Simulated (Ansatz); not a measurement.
Two members of one family (E3 chain), computed with Ansatz in the gas phase. The two geometries come from different levels. A negative affinity means that the extra electron isn't bound at that geometry and level; within about 0.2 eV of zero the sign isn't settled. Binding counts from free atoms in the multiplicity of their measured ground term, without zero-point energy. A dash marks a value that wasn't run or was left out as unsound. The structures are stationary points that may keep the symmetry of their start. Remarks come from the PBE and PBE0 runs and from stability tests at other levels; not every state was tested. A HOMO above zero means that the electron is unbound at that level and held by the basis, or that self-interaction error raises the level; the energy of removing that electron tells which. HOMO above LUMO (over both spins in singlets and doublets, within one spin in higher multiplets; at PBE or PBE0), or a gap under 0.15 eV within one spin, warns that the state may not be the lowest or that an electron is smeared out.

First: n-GeSiSiH8 (singlet, charge 0, r2SCAN-D4/def2-SVP geometry).

```xyz
11

Ge   -0.658    0.082   -1.855
Si    0.865   -0.479   -0.111
Si    0.038    0.268    1.952
H    -0.786    1.610   -1.977
H    -2.052   -0.493   -1.551
H    -0.188   -0.476   -3.209
H     1.045   -1.965   -0.074
H     2.197    0.147   -0.383
H     0.973   -0.076    3.068
H    -1.289   -0.369    2.222
H    -0.145    1.752    1.918
```

```
             level  HOMO (eV)  LUMO (eV)  gap (eV)  vertical EA (eV)  binding per atom (eV)
  PBE-D4/def2-TZVP      -6.93      -1.01      5.92                 –                   2.80
 PBE-D4/def2-TZVPD      -6.93      -1.11      5.83             -0.73                   2.80
 BLYP-D4/def2-TZVP      -6.77      -0.86      5.91                 –                   2.80
PBE0-D4/def2-TZVPD      -7.97      -0.33      7.64             -0.92                   2.81
 ωB97M-V/def2-TZVP      -9.95       1.50     11.46                 –                   2.83
```

Remarks: HOMO above zero (-1 doublet), gap within one spin near zero at PBE or PBE0 (-1 doublet).

Second: n-GeGeSiH8 (singlet, charge 0, PBE-D4/def2-SVP geometry).

```xyz
11

Ge   -1.199   -1.133    1.169
Ge    0.666   -0.671   -0.333
Si    0.712    1.646   -0.934
H    -2.544   -0.831    0.456
H    -1.101   -0.232    2.431
H    -1.202   -2.617    1.622
H     1.998   -1.063    0.368
H     0.533   -1.549   -1.609
H     1.867    1.951   -1.849
H     0.841    2.486    0.309
H    -0.572    2.013   -1.630
```

Estimate the same table for the second.


```tsv
level	HOMO (eV)	LUMO (eV)	gap (eV)	vertical EA (eV)	binding per atom (eV)
PBE-D4/def2-TZVP	-6.85	-1.00	5.85	–	2.71
PBE-D4/def2-TZVPD	-6.85	-1.12	5.73	-0.62	2.71
BLYP-D4/def2-TZVP	-6.69	-0.91	5.77	–	2.71
PBE0-D4/def2-TZVPD	-7.87	-0.35	7.52	-0.84	2.72
ωB97M-V/def2-TZVP	-9.84	1.49	11.32	–	2.74
```

Remarks: HOMO above zero (-1 doublet).
